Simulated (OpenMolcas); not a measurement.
**Au3+ in Cs2NaYF6: curves along the breathing mode**

Au3+ with its 6 nearest fluoride ions, on the Y site of Cs2NaYF6 (a = 9.075 Å, distance in the model lattice 2.178 Å). The rest of the host is ab initio model potentials to 7.6 Å, with orthogonalisation functions on the cations behind the ligands, and point charges beyond; the distance is set by hand and nothing relaxes. Ligand basis ANO-RCC-VDZP.

```json
{
  "Program": "OpenMolcas",
  "Method": "CASSCF",
  "Basis": "ANO-RCC-VDZP [7s6p4d2f]",
  "Scalar Hamiltonian": "DKH2, point nucleus",
  "Active space": "8 electrons in 5 orbitals (5d)",
  "State averaging": "2S+1 = 3 even, 10 roots; 2S+1 = 1 even, 15 roots",
  "Spin-orbit coupling": "state interaction with AMFI integrals over the reference wave functions"
}
```

Spin-free energies (labels of O, the rotations of Oh) in cm-1 above the lowest fitted minimum, as all ligands move together:

```tsv
R (Å)	3A2	1E	3T2	1A1	3T1	1T2	1T1
2.023	1740	13620	26170	23830	34250	36940	40890
2.071	10	11820	22100	21820	30020	32860	36800
2.119	650	12360	20700	22160	28430	31430	35370
2.166	3160	14760	21450	24360	28990	32140	36070
2.214	7290	18760	24010	28170	31340	34630	38570
2.262	12760	24080	28090	33320	35210	38620	42560
2.309	19210	30360	33340	39440	40250	43760	47710
```

Cubic fits give the following; the wavenumber is harmonic, with the mass of all moving ligands, small differences in it between states hang on the degree of the fit, a number in brackets counts states of one label, and the table is a selection of at most 14 states with clean curves.

```csv
State,R0 (Å),Breathing mode (cm-1),Minimum (cm-1)
3A2,2.081,531,0
1E,2.083,528,11780
3T2,2.125,527,20670
1A1,2.088,524,21720
3T1,2.130,522,28370
1T2,2.126,524,31400
1T1,2.126,524,35340
3T1(2),2.158,529,43690
1T2(2),2.160,525,53300
1E(2),2.161,525,53560
1A1(2),2.158,521,71100
```

The minimum of 3T2 is shifted by +0.0439 Å against 3A2 (from the unrounded fits). With M = 114.0 u for the moving shell, the Huang-Rhys factor in this mode is S = M ω ΔR² / 2ħ = 0.01483 × 114.0 × 531 × 0.0439² = 1.73. Only the first shell moves, against a rigid host.

Without dynamic correlation the repulsion within the d shell is too large (B by tens of per cent), so at a given field states of lower spin stand too high. Real 4d8 and 5d8 ions are as a rule square planar and diamagnetic. With metal d orbitals alone the field can be off either way by tens of per cent. Ligand-to-metal charge-transfer states are missing. With no ligand orbital active B as a rule stays too high, so bands that hang on it stand too high and its fall with covalency is understated. The least metal-like active orbital is 75 % on the metal (Löwdin) and no ligand orbital is active, so the numbers are rough (holds for R = 2.023; R = 2.071; R = 2.214; R = 2.262). The least metal-like active orbital is 76 % on the metal (Löwdin) and no ligand orbital is active, so the numbers are rough (holds for R = 2.119; R = 2.166). The least metal-like active orbital is 74 % on the metal (Löwdin) and no ligand orbital is active, so the numbers are rough (holds for R = 2.309). No measured value stands beside these numbers.
